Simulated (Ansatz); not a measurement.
`ClB1NCO1` + H–F → `FB1NCO1` + HCl at 298.15 K and 1 bar (ligand exchange at a B–Cl bond).

Calculated with Ansatz (gas phase, PBE0-D4/def2-TZVP geometries, no zero-point term in ΔE). CBS: MP2 limit from def2 TZ/QZ plus the TZ coupled-cluster correction, frozen cores. This one scheme is used for every species.

```json
{"species": "`ClB1NCO1`", "CCSD(T)/CBS energy (Eh)": "-654.39022", "H − E (kJ/mol)": "156.9", "S (J/(mol·K))": "302.8"}
{"species": "H–F", "CCSD(T)/CBS energy (Eh)": "-100.39570", "H − E (kJ/mol)": "33.5", "S (J/(mol·K))": "173.6"}
{"species": "`FB1NCO1`", "CCSD(T)/CBS energy (Eh)": "-294.42297", "H − E (kJ/mol)": "160.3", "S (J/(mol·K))": "288.8"}
{"species": "HCl", "CCSD(T)/CBS energy (Eh)": "-460.38127", "H − E (kJ/mol)": "26.6", "S (J/(mol·K))": "186.8"}
```

H − E and S are ideal-gas, rigid-rotor, harmonic terms from PBE0-D4/def2-TZVP, for one conformer and one mirror image of each species. 1 Eh = 2625.50 kJ/mol, R = 8.31446 J/(mol·K).

By hand: ΔE, ΔH, ΔS and ΔG.

ΔE = (-294.42297) + (-460.38127) − (-654.39022) − (-100.39570) = -0.01832 Eh = -48.1 kJ/mol. Δ(H − E) = 160.3 + 26.6 − 156.9 − 33.5 = -3.5, so ΔH = -51.6 kJ/mol. ΔS = 288.8 + 186.8 − 302.8 − 173.6 = -0.8 J/(mol·K). ΔG = -51.6 − 298.15 × (-0.8)/1000 = -51.4 kJ/mol.

By hand: the equilibrium constant, and the temperature at which ΔG would vanish if ΔH and ΔS stayed fixed.

log₁₀ K = −ΔG/(RT ln 10) = 9.0. ΔG = 0 at ΔH/ΔS = 64500 K, far beyond where these terms or the molecules hold.

The number of gas molecules stays the same, so ΔS is small and ΔH decides. A doubt of 5 kJ/mol in ΔE shifts log₁₀ K by 0.9 here. Other conformers and mirror images would add mixing entropy, several J/(mol·K) or more a flexible species. These are equilibria of isolated gas molecules and say nothing of rates. Largest T1 diagnostic: 0.013 (customary marks: 0.02 for closed shells, 0.045 for open ones).
